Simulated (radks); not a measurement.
Results of a calculation; reference values are marked as such.
Valence configurations of Re III (all share [Xe]). Code: a radial shooting solver on a logarithmic mesh with Libxc functionals. Model: scalar-relativistic Kohn-Sham, r2SCAN, spin-polarised, spherical densities, finite nucleus; open shells are filled with parallel spins first (spin-orbit coupling, left out, can overturn this in heavy ions); meta-GGA in the generalised Kohn-Sham scheme; Fermi nuclear charge, rms radius 5.3698 fm. Energies are relative to 4f14 5d5; eigenvalues in eV for spin up.

[
 {"valence": "4f14 5d5", "E (eV)": "0.000", "moment (Bohr magnetons)": "5", "e(4f)": "-59.169", "e(5d)": "-22.976", "e(6p)": "-", "e(6s)": "-"},
 {"valence": "4f14 5d4 6s1", "E (eV)": "2.489", "moment (Bohr magnetons)": "5", "e(4f)": "-62.768", "e(5d)": "-25.277", "e(6p)": "-", "e(6s)": "-22.607"},
 {"valence": "4f14 5d3 6s2", "E (eV)": "8.673", "moment (Bohr magnetons)": "3", "e(4f)": "-66.546", "e(5d)": "-27.288", "e(6p)": "-", "e(6s)": "-23.289"},
 {"valence": "4f14 5d4 6p1", "E (eV)": "10.286", "moment (Bohr magnetons)": "5", "e(4f)": "-64.255", "e(5d)": "-26.428", "e(6p)": "-15.508", "e(6s)": "-"},
 {"valence": "4f13 5d5 6s1", "E (eV)": "43.004", "moment (Bohr magnetons)": "7", "e(4f)": "-73.465", "e(5d)": "-27.259", "e(6p)": "-", "e(6s)": "-23.174"},
 {"valence": "4f13 5d6", "E (eV)": "43.951", "moment (Bohr magnetons)": "5", "e(4f)": "-69.949", "e(5d)": "-24.349", "e(6p)": "-", "e(6s)": "-"},
 {"valence": "4f12.5 5d5.5 6s1", "E (eV)": "68.797", "moment (Bohr magnetons)": "7", "e(4f)": "-79.098", "e(5d)": "-28.001", "e(6p)": "-", "e(6s)": "-23.355"},
 {"valence": "4f12 5d5 6s2", "E (eV)": "100.81", "moment (Bohr magnetons)": "7", "e(4f)": "-88.793", "e(5d)": "-31.683", "e(6p)": "-", "e(6s)": "-24.556"},
 {"valence": "4f12 5d5 6p2", "E (eV)": "114.43", "moment (Bohr magnetons)": "9", "e(4f)": "-91.526", "e(5d)": "-34.165", "e(6p)": "-18.034", "e(6s)": "-"},
 {"valence": "4f11.5 5d5.5 6s2", "E (eV)": "131.10", "moment (Bohr magnetons)": "7", "e(4f)": "-94.696", "e(5d)": "-32.465", "e(6p)": "-", "e(6s)": "-24.691"}
]

NIST lists [Xe] 4f14 5d5 as the ground configuration; this level of theory agrees among the configurations tried. The energies are those of spherical high-spin densities, not of single terms.
